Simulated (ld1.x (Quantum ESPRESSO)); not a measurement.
**Gd ultrasoft: all-electron and pseudo phase curves**

gadolinium, ultrasoft, made with ld1.x (Quantum ESPRESSO) 7.5 (PBEsol, scalar-relativistic). Core [Kr] 4d10, reference 4f7 5s2 5p6 5d1 6s1.5 6p0 (charge +0.5). Waves: 5s (bound): rcut 2.20, rcutus 2.70 bohr; 6s (bound): rcut 2.20, rcutus 2.70 bohr; 5p (bound): rcut 2.55, rcutus 2.90 bohr; 6p (bound, empty): rcut 2.55, rcutus 2.90 bohr; 5d (bound): rcut 2.60, rcutus 2.80 bohr; 5d channel at -0.05 Ry: rcut 2.60, rcutus 2.80 bohr; 4f (bound): rcut 1.35, rcutus 1.45 bohr; 4f channel at 0.4 Ry: rcut 1.35, rcutus 1.45 bohr. Local part: all-electron potential smoothed inside 2.65 bohr (lloc = -2). Core correction: a·sin(br)/r model core inside 1.40 bohr. Augmentation charge: PSQ, radius 0.95 bohr.

The phase is arctan(r·u′/u) with u = r·R(r), unwrapped; energies in Ry, scanned from -6 to 5 Ry. A pole is an energy at which the radial function vanishes at the test radius. The pseudo phase is shifted by a multiple of π to meet the all-electron one at the reference energy, and phase errors are pseudo minus all-electron; the curves can meet again beyond the range given. Levels narrower than the energy grid can be missing from the lists of poles.

| channel | radius (bohr) | reference energy (Ry) | poles, all-electron | poles, pseudo | unbroken range about the reference energy with phases within 0.05 rad | phase error 1 Ry above the reference energy (rad) |
| --- | --- | --- | --- | --- | --- | --- |
| s | 3.15 | -0.49 | -3.86, 1.52 | -3.86, 1.51 | below 3.6 | -0.001 |
| p | 3.15 | -0.25 | -2.14, 2.69 | -2.14, 2.55 | below 4.0 | -0.011 |
| d | 3.15 | -0.39 | 0.14, 4.77 | 0.14 | below 1.7 | +0.000 |
| f | 3.15 | -0.86 | -0.85, 2.67 | -0.85, 2.71 | below 4.0 | +0.000 |

Phases in the f channel:

| E (Ry) | all-electron | pseudo |
| --- | --- | --- |
| -6.00 | 1.445 | 1.445 |
| -5.74 | 1.442 | 1.442 |
| -5.48 | 1.439 | 1.439 |
| -5.22 | 1.436 | 1.436 |
| -4.96 | 1.433 | 1.433 |
| -4.70 | 1.429 | 1.429 |
| -4.44 | 1.426 | 1.426 |
| -4.18 | 1.422 | 1.422 |
| -3.92 | 1.417 | 1.417 |
| -3.66 | 1.412 | 1.412 |
| -3.40 | 1.407 | 1.407 |
| -3.14 | 1.401 | 1.401 |
| -2.88 | 1.394 | 1.394 |
| -2.62 | 1.387 | 1.387 |
| -2.36 | 1.378 | 1.378 |
| -2.10 | 1.368 | 1.368 |
| -1.84 | 1.356 | 1.356 |
| -1.58 | 1.341 | 1.342 |
| -1.32 | 1.321 | 1.322 |
| -1.06 | 1.283 | 1.283 |
| -0.80 | -1.757 | -1.757 |
| -0.54 | -1.854 | -1.854 |
| -0.28 | -1.901 | -1.901 |
| -0.02 | -1.959 | -1.959 |
| 0.24 | -2.044 | -2.044 |
| 0.50 | -2.191 | -2.191 |
| 0.76 | -2.488 | -2.487 |
| 1.02 | -3.134 | -3.131 |
| 1.28 | -3.898 | -3.894 |
| 1.54 | -4.288 | -4.285 |
| 1.80 | -4.473 | -4.469 |
| 2.06 | -4.577 | -4.573 |
| 2.32 | -4.645 | -4.641 |
| 2.58 | -4.697 | -4.691 |
| 2.84 | -4.740 | -4.732 |
| 3.10 | -4.779 | -4.769 |
| 3.36 | -4.820 | -4.805 |
| 3.62 | -4.866 | -4.844 |
| 3.88 | -4.925 | -4.891 |
| 4.14 | -5.013 | -4.951 |
| 4.40 | -5.171 | -5.041 |
| 4.66 | -5.541 | -5.197 |
| 4.92 | -6.454 | -5.536 |
